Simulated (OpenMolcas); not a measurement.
Ag2+: moving the ligands

Ag2+ with its 6 nearest bromide ions at 2.848 Å, on the Ca site of CsCaBr3 (a = 5.69 Å, distance in the model lattice 2.845 Å). The rest of the host is ab initio model potentials to 7.6 Å, with orthogonalisation functions on the cations behind the ligands, and point charges beyond; the distance is set by hand and nothing relaxes. Ligand basis ANO-RCC-VDZP.
```
Ag    0.0000    0.0000    0.0000
Br    2.8480    0.0000    0.0000
Br    0.0000    2.8480    0.0000
Br   -2.8480    0.0000    0.0000
Br    0.0000   -2.8480    0.0000
Br    0.0000    0.0000    2.8480
Br    0.0000    0.0000   -2.8480
```

```
Program             : OpenMolcas 26.06
Method              : CASSCF
Basis               : ANO-RCC-VTZP [7s6p4d2f1g]
Scalar Hamiltonian  : DKH2, point nucleus
Active space        : 9 electrons in 5 orbitals (4d)
State averaging     : 2S+1 = 2 even, 5 roots
Spin-orbit coupling : RASSI with atomic mean-field integrals over the reference wave functions
```

Runs around this geometry, states (labels of O, the rotations of Oh). Energies in cm-1 above the lowest state or level, χT in cm3 K/mol; 10Dq is the gap between the two states.

```json
{"R (Å)": "2.845", "Ground state": "2E", "First state of that spin": "2T2 6571", "10Dq": "6571", "First gap with spin-orbit (degeneracies)": "5284 (4, 2)", "χT at 300 K": "0.664"}
{"R (Å)": "2.848", "Ground state": "2E", "First state of that spin": "2T2 6531", "10Dq": "6531", "First gap with spin-orbit (degeneracies)": "5247 (4, 2)", "χT at 300 K": "0.665"}
{"R (Å)": "2.85", "Ground state": "2E", "First state of that spin": "2T2 6505", "10Dq": "6505", "First gap with spin-orbit (degeneracies)": "5223 (4, 2)", "χT at 300 K": "0.667"}
```

Taking |10Dq| as R^-n, n = -ln(6505 / 6571) / ln(2.85 / 2.845) = 5.7 between the shortest and longest distance. The point-charge formula for a cubic d site gives n = 5.

An orbital doublet at a regular site is open to a Jahn-Teller distortion, which this geometry leaves out. The least metal-like active orbital is 84 % on the metal (Löwdin) and no ligand orbital is active, so the numbers are rough. With metal d orbitals alone the field can be off either way by tens of per cent. Ligand-to-metal charge-transfer states are missing. No measured value stands beside these numbers; the geometry was set by hand and not optimised.
